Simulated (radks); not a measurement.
Charge is removed step by step from the 3s1/2 level of the argon ion Ar+, starting from [Ne] 3s2 3p5. All-electron calculation, Dirac Kohn-Sham, LDA (Slater exchange, Perdew-Wang correlation), spin-unpolarised, spherical densities, point nucleus; open shells fill j = l - 1/2 first. Program: a radial shooting solver on a logarithmic mesh with Libxc functionals.

removed (e)  E - E(0) (eV)  eigenvalue (eV)  E minus straight line (eV)
0                    0.000          -36.622                       0.000
0.1                  3.731          -38.008                      -0.641
0.2                  7.602          -39.406                      -1.143
0.3                 11.613          -40.817                      -1.505
0.4                 15.766          -42.241                      -1.724
0.5                 20.062          -43.676                      -1.801
0.6                 24.501          -45.124                      -1.734
0.7                 29.087          -46.583                      -1.521
0.8                 33.818          -48.053                      -1.162
0.9                 38.698          -49.534                      -0.655
1                   43.726          -51.027                       0.000

Removing the whole electron costs 43.726 eV by Delta-SCF, against 36.622 eV from minus the eigenvalue at the starting occupation. Slater's transition state (half an electron removed) gives 43.676 eV. Integrating minus the eigenvalue over the occupation (Janak's theorem) gives 43.726 eV. The mean slope of the eigenvalue, de/dn, is 14.4 eV per electron.
